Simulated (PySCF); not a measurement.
Computed with B3LYP-D3(BJ)/def2-TZVP // PBE0-D4/def2-TZVP in PySCF. Isolated molecules, 0 K electronic values unless said otherwise. B3LYP has the VWN-RPA correlation part, as in Gaussian. Excitations are Tamm–Dancoff values on a coarser integration grid. The basis has no diffuse functions, so Rydberg states are missing or too high.

Reference species (SMILES): `B=N` (neutral, multiplicity 1).

```yaml
S1 excitation (TDA): 7.06 eV
dipole_moment: 0.02 D
adiabatic ionisation energy (no zero-point term): 11.21 eV
```

Changed species: `[S+]#[Si-]`.

Predict the effect on the S1 excitation (TDA), dipole moment and adiabatic ionisation energy (no zero-point term).

the S1 excitation (TDA) decreases by 2.98 eV, to 4.08 eV; the dipole moment rises by 1.74 D, to 1.76 D; the adiabatic ionisation energy (no zero-point term) falls by 0.93 eV, to 10.28 eV.
